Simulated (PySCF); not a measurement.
InFBr2, SMILES [F][In]([Br])[Br]. The structure is a stationary point at B3LYP-D3(BJ)/def2-SVP. The structure was generated by enumeration; whether it is a known compound was not checked. The def2 effective core potentials stand for the cores of In; spin–orbit coupling is left out.

Computed equilibrium geometry at B3LYP-D3(BJ)/def2-SVP (PySCF confirms it by a frequency run) as bond lengths and angles, and its point group:
point group C2v.
Atoms: In1 F2 Br3 Br4. Bond lengths (Å): In1–F2 1.954, In1–Br3 2.469, In1–Br4 2.469. Bond angles (°): F2–In1–Br3 117.7, F2–In1–Br4 117.7, Br3–In1–Br4 124.6.
